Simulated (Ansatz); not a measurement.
Consider the formal exchange of groups at a Ge–Cl bond: `[CH3][Ge]([Cl])([Cl])[Cl]` + SiH₄ → `[CH3][Ge]([SiH3])([Cl])[Cl]` + HCl.

Program: Ansatz. Geometries: PBE0-D4/def2-TZVP. ΔE: electronic, gas phase. CCSD(T)/CBS adds triple-zeta CCSD(T) − MP2 to the extrapolated MP2 energy (def2 sets, frozen cores). This one scheme is used for every species. DFT in def2-TZVPP. For Ge outer-core shells are correlated without core-valence functions, which leaves a few kJ/mol of doubt a bond. Scalar relativity is left out up to krypton.

```tsv
level	ΔE (kJ/mol)	difference from CCSD(T)/CBS
revPBE-D4	48.8	-4.3
r2SCANh-D4	57.0	3.9
r2SCAN0-D4	57.7	4.6
CAM-B3LYP-D4	58.2	5.1
PBE-QIDH	58.1	5.0
PBE	48.2	-4.9
revPBE	49.2	-3.9
r2SCANh	58.0	4.9
BHLYP	64.2	11.1
HF/def2-SVP	77.0	23.9
MP2/def2-SVP	70.0	16.9
CCSD(T)/def2-SVP	65.3	12.2
CCSD/def2-TZVPP	57.2	4.1
CCSD(T)/def2-TZVPP	56.5	3.4
MP2/CBS(def2)	58.5	5.4
CCSD/CBS(def2)	53.9	0.8
CCSD(T)/CBS	53.1	0
```

Largest T1 diagnostic among the species: 0.011.

From PBE to PBE0 (25 % exact exchange), in def2-TZVPP and without D4, ΔE moves by +4.0 kJ/mol. In def2-TZVPP, CCSD(T) changes the Hartree–Fock value by −19.2 kJ/mol (the triples alone add −0.8 kJ/mol) and MP2 by −13.8 kJ/mol.
